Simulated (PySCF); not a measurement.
Removing an electron from `[CH3][GeH3]`

CH6Ge.
Z-matrix (Å and degrees, PBE0-D3(BJ)/def2-TZVP geometry), rows numbered from 1:
```
C 
Ge  1  1.9528
H   1  1.0904  2  110.38
H   1  1.0906  2  110.20  3  -119.95
H   1  1.0904  2  110.29  3   120.10
H   2  1.5395  1  110.32  3  -174.77
H   2  1.5393  1  110.48  3   -54.79
H   2  1.5393  1  110.42  3    65.28
```

Level: wB97X-D/aug-cc-pVTZ (PySCF). Frontier orbitals with their largest atomic shares (Löwdin; up to four atoms above 4 %):

| orbital | ε (eV) | main atoms |
| --- | --- | --- |
| HOMO−3 | -13.52 | C1 48 %, H4 18 %, H3 14 %, Ge2 8 % |
| HOMO−2 | -11.11 | Ge2 32 %, H8 32 %, H7 19 %, C1 8 % |
| HOMO−1 | -11.11 | Ge2 32 %, H6 32 %, H7 18 %, C1 8 % |
| HOMO | -10.78 | ? |
| LUMO | 0.78 | H3 18 %, H5 18 %, H4 18 %, H6 14 % |
| LUMO+1 | 1.12 | Ge2 58 %, H7 7 %, H8 7 %, H6 7 % |
| LUMO+2 | 1.27 | Ge2 60 %, H3 18 %, H5 12 %, C1 8 % |

Problem. What vertical ionisation energy does ΔSCF give, and how far is −ε(HOMO) from it?

Solution. ΔSCF: 11.22 eV (1083 kJ/mol; threshold wavelength 110 nm); ⟨S²⟩ of the doublet left behind is 0.754, against 0.75 for a pure doublet. −ε(HOMO) is 10.78 eV, 0.44 eV below it. For the exact functional −ε(HOMO) would equal the first vertical ionisation energy; wB97X-D (range-separated hybrid) falls short of its own ΔSCF value by 4 %. Holes in the HOMO−1 and HOMO−2 were tried too where these lie within 1.2 eV of the HOMO; the lowest converged state counts.

Problem. On which atoms does the HOMO lie?

Solution. C1 (sp3 carbon bound to germanium) 41 %, Ge2 (germanium bonded to C and 3 H) 19 %, H3 (methyl hydrogen) 7 %, H4 (methyl hydrogen) 7 %. The HOMO−1 lies 0.33 eV lower.

Problem. With α = 47.1 au, estimate the like-pair dispersion coefficient by London's formula C6 = (3/4)α²I.

Solution. I = 0.4125 Eh, so C6 ≈ 687 au, a rough estimate.

Problem. How many of the 10 lowest singlet excitations (vertical TDDFT, same level) lie below the ionisation energy?

Solution. All 10; they run from 7.98 to 9.17 eV.

Isolated species at its PBE0-D3(BJ)/def2-TZVP geometry, gas phase. The calculation is non-relativistic, for germanium too.

wB97X-D is run here without its empirical dispersion term; that term would change no orbital, density or response property at a fixed geometry.
